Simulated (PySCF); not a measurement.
# HgC⁺: frontier orbitals

UHF at R = 2.165 Å; PySCF, scalar-relativistic core potentials, basis sets Hg cc-pVDZ-PP with ECP60, C cc-pVDZ. State: ²Π (doublet), unpaired electrons π ↑. Only the outer orbitals are listed, counted within each symmetry, core potentials removing the inner ones.

```tsv
spin	orbital	occ.	ε (eV)	on Hg (%)	main shells (%)
α	4σ	1	-29.72	18	79 C s, 16 Hg d
α	2π	1	-25.18	97	97 Hg d
α	2π	1	-24.98	99	99 Hg d
α	1δ	1	-24.72	100	100 Hg d
α	1δ	1	-24.72	100	100 Hg d
α	5σ	1	-24.28	82	81 Hg d, 16 C s
α	3π	1	-18.80	5	95 C p
α	6σ	1	-16.37	62	61 Hg s, 32 C p
α	7σ	0	-6.62	58	42 C p, 32 Hg s, 25 Hg p
α	3π	0	-6.03	30	70 C p, 29 Hg p
α	4π	0	-3.58	100	100 Hg p
β	4σ	1	-27.52	44	53 C s, 40 Hg d
β	2π	1	-24.93	99	99 Hg d
β	2π	1	-24.87	100	100 Hg d
β	1δ	1	-24.68	100	100 Hg d
β	1δ	1	-24.68	100	100 Hg d
β	5σ	1	-23.51	62	56 Hg d, 37 C s
β	6σ	1	-16.54	47	46 C p, 45 Hg s
β	7σ	0	-6.48	69	44 Hg s, 31 C p, 24 Hg p
β	3π	0	-5.61	36	63 C p, 35 Hg p
β	3π	0	-4.67	63	62 Hg p, 37 C p
```

Which are the highest filled and the lowest empty level, where do they sit, and how wide is the gap?

Highest filled α 6σ at -16.37 eV (in %: 61 Hg s, 32 C p); lowest empty α 7σ at -6.62 eV (in %: 42 C p, 32 Hg s, 25 Hg p); the gap at UHF is 9.75 eV.

```json
{
 "bond order (Mayer)": "1.01",
 "⟨S²⟩": "0.783",
 "charge on Hg (Mulliken, basis-dependent)": "0.85",
 "charge on Hg (Löwdin, basis-dependent)": "0.74",
 "dipole moment (positive dipole points towards C; it is taken about the centre of mass and depends on that origin)": "0.13 D",
 "polarisability along the bond": "67.4 bohr³",
 "polarisability across the bond": "27.1 bohr³"
}
```

Spin–orbit coupling is left out. The state was picked by a PBE0 search and need not be the measured ground state.
